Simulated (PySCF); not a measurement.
**Excitation energy of Pb⁺ by level of theory**

Pb⁺ [Xe] 4f14 5d10 6s2 6p1 (2P) → Pb⁺ [Xe] 4f14 5d10 6s2 7s1 (2S), as a difference of total energies. Calculation: PySCF 2.14, in aug-cc-pwCVTZ-DK3; the spin-free X2C one-electron Hamiltonian (Gaussian nucleus). The calculations carry no spin-orbit coupling.

```json
{"method": "UHF", "excitation energy (cm⁻¹)": "48057"}
{"method": "M06-L", "excitation energy (cm⁻¹)": "49279"}
{"method": "MN15", "excitation energy (cm⁻¹)": "50970"}
```

The promoted electron is Rydberg-like, and one or two diffuse shells describe it only roughly, which tends to raise the upper state.

For comparison: 50061 cm⁻¹ (measured; NIST levels, between the centres of gravity of the two terms).
